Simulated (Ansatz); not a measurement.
Wavefunction ladder for `P[SiH2][GaH2]`

| atom | x (Å) | y (Å) | z (Å) |
| --- | --- | --- | --- |
| P1 | -1.941 | 0.582 | -0.093 |
| Si2 | -0.107 | -0.604 | 0.511 |
| Ga3 | 1.663 | -0.113 | -1.053 |
| H4 | -1.352 | 1.836 | 0.224 |
| H5 | -2.594 | 0.467 | 1.162 |
| H6 | -0.503 | -2.040 | 0.495 |
| H7 | 0.339 | -0.280 | 1.899 |
| H8 | 2.111 | 1.383 | -1.255 |
| H9 | 2.384 | -1.231 | -1.890 |

Charge 0, multiplicity 1. Correlated methods include outer-core shells of Ga, which these sets cover unevenly. Scalar relativity is left out up to krypton. The structure was optimised at the PBE0-D4/def2-TZVP level. It is one conformer, not always the lowest. Frozen core, restricted reference, Ansatz 0.2.0.

| basis | HF (Eh) | MP2 corr. | CCSD corr. | (T) | CCSD(T) total |
| --- | --- | --- | --- | --- | --- |
| def2-SVP | ? | -0.43967 | -0.48425 | -0.01508 | ? |
| def2-TZVPP | -2556.41743 | ? | ? | -0.02269 | ? |
| def2-QZVPP | -2556.47678 | ? | – | – | – |

(1) Fill in the withheld values. (Estimate.)

Results:

(1) The calculation gave: def2-SVP HF (Eh): -2555.94713; def2-SVP CCSD(T) total: -2556.44646; def2-TZVPP MP2 corr.: -0.51737; def2-TZVPP CCSD corr.: -0.56582; def2-TZVPP CCSD(T) total: -2557.00594; def2-QZVPP MP2 corr.: -0.78629.
